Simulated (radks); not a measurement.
Results of a calculation; reference values are marked as such.
Task: Neutral arsenic, [Ar] 3d10 4s2 4p3. Level of theory: non-relativistic Kohn-Sham, exchange-only LDA, spin-polarised, spherical densities, point nucleus (a radial shooting solver on a logarithmic mesh with Libxc functionals). Every spin shell is full or empty, so the densities are truly spherical. Functionals are evaluated on that one density, not self-consistently. Rank these orbital-free kinetic functionals by their error against the exact value of the orbitals, and give that value: Thomas-Fermi, von Weizsacker, TF + vW, TF + vW/9, TF + vW/5, APBEK, Perdew 92, LKT, PG1, DePristo-Kress, Ernzerhof.

Result: Exact: 2229.65 hartree. From best to worst, with 100 (|E| - |E exact|)/|E exact| (equal figures are ties): APBEK +0.05, DePristo-Kress -0.13, Ernzerhof -0.44, Perdew 92 -0.79, TF + vW/9 -0.80, TF + vW/5 +3.44, Thomas-Fermi -6.10, PG1 +17.77, LKT +22.47, TF + vW +41.61, von Weizsacker -52.30.
